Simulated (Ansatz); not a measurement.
One change: `CB(N)Br` becomes `CSB(C)N`.

Ansatz, PBE0-D4/def2-TZVP geometries, multiplicity 1. Each molecule was computed in one conformer, which needn't be the lowest.

Scalar relativity is left out up to krypton.

```
                                          property  `CB(N)Br`
             HOMO–LUMO gap (B3LYP/def2-TZVPP) / eV       7.92
                HOMO energy (PBE0/def2-TZVPP) / eV      -7.88
               HOMO energy (B3LYP/def2-TZVPP) / eV      -7.62
              HOMO–LUMO gap (PBE0/def2-TZVPP) / eV       8.39
size of the dipole moment (ωB97M-V/def2-TZVPP) / D       2.83
                 HOMO energy (PBE/def2-TZVPP) / eV      -6.58
```

Task: Give the same properties after the change, and the shifts. (An estimate is asked.)

Result: Ansatz gave: 
```tsv
property	`CSB(C)N`	shift
HOMO–LUMO gap (B3LYP/def2-TZVPP) / eV	6.80	-1.12
HOMO energy (PBE0/def2-TZVPP) / eV	-6.48	1.40
HOMO energy (B3LYP/def2-TZVPP) / eV	-6.25	1.37
HOMO–LUMO gap (PBE0/def2-TZVPP) / eV	7.37	-1.02
size of the dipole moment (ωB97M-V/def2-TZVPP) / D	1.31	-1.52
HOMO energy (PBE/def2-TZVPP) / eV	-5.29	1.29
```

With PBE0 the HOMO rises by 1.40 eV and the LUMO rises by 0.37 eV, so the gap narrows by about 1.03 eV. PBE moves the HOMO by 1.29 eV and ωB97M-V by 1.46 eV. Dipoles are sizes alone; their direction can turn.

B3LYP here is the variant with VWN-RPA as its local correlation; programs differ in this.

Spin–orbit coupling is left out; it splits and shifts lone-pair levels of the heavy atoms by tenths of an eV.
